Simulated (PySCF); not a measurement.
## NMR problem set

Fast rotation and ring inversion assumed for equivalent nuclei, no solvent, non-relativistic Hamiltonian, a single conformation. Shieldings: GIAO PBE0/pcSseg-1; GFN2-xTB geometry; PySCF 2.14.

Shifts are taken against calculated references (same method and geometry level): 1H, 13C vs TMS. Splittings of carbon signals by F and P are missing where no couplings were computed. Where no couplings were computed, multiplicities follow the n + 1 count of equivalent neighbours, and m marks all less simple cases (inequivalent or close neighbours, rings, F or P nearby). Shifts are as computed. Against solution values, carbons near 30 ppm lie about +3 ppm off and those near 130 ppm about +5 ppm. Of 1211 compounds with measured shifts, 218 miss one by over three times the rms of a fit or turn the order of signals round; such compounds aren't used in these exercises.

(1) C₆H₈F₂. 1H NMR (400 MHz, computed): δ 6.24 (m, 1H), 6.23 (m, 1H), 5.33 (m, 1H), 5.21 (m, 1H), 2.75 (m, 1H), 2.65 (m, 1H), 2.30 (m, 1H), 1.60 (m, 1H). 13C{1H} NMR (computed): δ 140.0 (CH), 133.0 (CH), 88.9 (CH), 88.5 (CH), 40.1 (CH2), 37.3 (CH2). Give a structure.

(2) C₃H₁₀OSi₄. 1H NMR (400 MHz, computed): δ 9.47 (s, 1H), 4.53 (m, 1H), 3.67 (d, 3H), 3.65 (m, 3H), 3.60 (m, 1H), 3.42 (m, 1H). 13C{1H} NMR (computed): δ 181.2 (CH), 115.0 (C), 107.1 (C). Give a structure.

Results:

(1) SMILES C1[C@H](F)CC=C[C@H]1F. The formula gives 2 degrees of unsaturation (1 ring in the answer). 6 carbon signals for 6 carbons: no two carbons are equivalent. Carbon types of the structure: 4 × CH, 2 × CH2, which accounts for all hydrogens. δC 140.0, 133.0: alkene CH; as expected for a trigonal carbon in a double bond. δC 88.9: allylic sp3 CH bonded to F; pulled downfield by the heteroatom. δC 88.5: sp3 CH bonded to F; pulled downfield by the heteroatom. δH 6.24, 6.23: hydrogen on an alkene CH; a vinylic proton, deshielded by the sp2 carbon and the C=C anisotropy.

This is the structure that produced the data.

(2) `O=CC#C[Si@H]([SiH3])[SiH2][SiH3]`. The formula gives 3 degrees of unsaturation (no ring in the answer). 3 carbon signals for 3 carbons: no two carbons are equivalent. Carbon types of the structure: 2 × C, 1 × CH, leaving 9 H on heteroatoms. δC 181.2: aldehyde carbonyl carbon; low-lying n→π* states of the double bond to the heteroatom give a large paramagnetic term (-243 ppm). δC 115.0, 107.1: alkyne carbon. δH 9.47: hydrogen on an aldehyde carbonyl carbon; the C=O anisotropy and electron withdrawal place aldehyde protons far downfield. δH 3.67, 3.65: hydrogen on a silicon bonded to Si.

This is the structure that produced the data.
